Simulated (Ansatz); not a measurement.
System: sum formula GeOF2, net charge 0, singlet state. SMILES: [O]=[Ge]([F])[F]
Geometry from a B3LYP-D3(BJ)/def2-TZVP (Ansatz, a program for electronic structure) optimisation:
```xyz
4

Ge    -0.0848    -0.0744    -0.0053
O     -1.3074    -1.1470    -0.0820
F     -0.0264     1.5490    -0.5516
F      1.4900    -0.2650     0.6433
```
Charge 0, spin multiplicity 1.

Property: vertical triplet-singlet gap (E(triplet) - E(singlet); each state is the SCF solution reached for its spin), in kcal/mol. Correlated levels leave the core frozen unless marked. Open shells are spin-unrestricted. Spin-orbit coupling is left out. Frozen are the shells of the preceding noble gas and the d and f shells that filled before the atom's block. No relativistic terms. Basis-set limits of correlation are two-point, X^-3; Hartree-Fock from the larger set.

```json
[
 {"level": "HF/aug-cc-pVTZ", "program": "Ansatz", "vertical triplet-singlet gap (kcal/mol)": "63.4"},
 {"level": "HF/aug-cc-pVQZ", "program": "Ansatz", "vertical triplet-singlet gap (kcal/mol)": "63.3"},
 {"level": "SVWN5/def2-TZVPD", "program": "Ansatz", "vertical triplet-singlet gap (kcal/mol)": "92.2"},
 {"level": "PBE/def2-TZVPD", "program": "Ansatz", "vertical triplet-singlet gap (kcal/mol)": "88.6"},
 {"level": "r2SCAN/def2-TZVPD", "program": "Ansatz", "vertical triplet-singlet gap (kcal/mol)": "85.3"},
 {"level": "B3LYP/def2-TZVPD", "program": "Ansatz", "vertical triplet-singlet gap (kcal/mol)": "84.8"},
 {"level": "BHLYP/def2-TZVPD", "program": "Ansatz", "vertical triplet-singlet gap (kcal/mol)": "78.5"},
 {"level": "wB97M-V/def2-TZVPD", "program": "Ansatz", "vertical triplet-singlet gap (kcal/mol)": "87.0"},
 {"level": "MP2/aug-cc-pVDZ", "program": "Ansatz", "vertical triplet-singlet gap (kcal/mol)": "105.5"},
 {"level": "RI-MP2/aug-cc-pVTZ", "program": "Ansatz", "vertical triplet-singlet gap (kcal/mol)": "106.1"},
 {"level": "RI-MP2/aug-cc-pVQZ", "program": "Ansatz", "vertical triplet-singlet gap (kcal/mol)": "106.7"},
 {"level": "RI-MP2/CBS(aug-cc-pVTZ,aug-cc-pVQZ)", "program": "Ansatz", "vertical triplet-singlet gap (kcal/mol)": "107.3"},
 {"level": "SCS-MP2/aug-cc-pVDZ", "program": "Ansatz", "vertical triplet-singlet gap (kcal/mol)": "104.0"},
 {"level": "CCSD/aug-cc-pVDZ", "program": "Ansatz", "vertical triplet-singlet gap (kcal/mol)": "93.2"}
]
```
